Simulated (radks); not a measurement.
Results of a calculation; reference values are marked as such.
Sn16+, configuration [Ar] 3d10 4s2 4p4 (the NIST ground configuration). Level of theory: Dirac Kohn-Sham, relativistic LDA (MacDonald-Vosko exchange, VWN5 correlation), spin-unpolarised, spherical densities, finite nucleus; open shells fill j = l - 1/2 first; Fermi nuclear charge, rms radius 4.6519 fm (a radial shooting solver on a logarithmic mesh with Libxc functionals).

Spin-orbit splittings of the eigenvalues, e(l+1/2) - e(l-1/2), with zeta = 2 splitting/(2l+1) and mean radii in bohr:

| shell | occ. | splitting (eV) | zeta (eV) | <r> j=l-1/2 | <r> j=l+1/2 |
|---|---|---|---|---|---|
| 2p | 6 | 228.7 | 152.5 | 0.1060 | 0.1113 |
| 3p | 6 | 42.61 | 28.41 | 0.3277 | 0.3385 |
| 3d | 10 | 8.949 | 3.580 | 0.3081 | 0.3115 |
| 4p | 4 | ? | ? | 0.7595 | 0.7775 |

Estimate the 4p splitting.

Answer. 10.50 eV (zeta = 7.003 eV).
